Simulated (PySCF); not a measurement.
# A small calculation by hand: refractive index and permittivity of the vapour

InO, SMILES [In]=[O], multiplicity 2.

Geometry: PBE0-D3(BJ)/def2-TZVP. The def2 effective core potentials stand for the cores of In; spin–orbit coupling is left out.

PBE/def2-TZVPD in PySCF gives a mean static polarisability of 50.0 bohr³ and a dipole moment of 4.25 D. Take an ideal gas at 298.15 K and 1 bar, whether or not the substance is that volatile.

### Question
Work out n − 1 in the optical limit and the static ε − 1.

### Answer

Polarisability volume α' = 50.0 × 0.148185 = 7.41 Å³. Number density N = p/kT = 2.43e-5 Å⁻³.
Dilute limit of Lorentz–Lorenz: n − 1 = 2π N α' = 0.0011.
Orientation term of Debye: μ²/(3kT) = 8.098 Å³ × μ²(D²) = 146.27 Å³.
ε − 1 = 4π N (α' + μ²/3kT) = 0.047. Orientation of the dipole supplies 95 % of the static response; it can't follow optical fields. Vibrational polarisation and dispersion are left out.
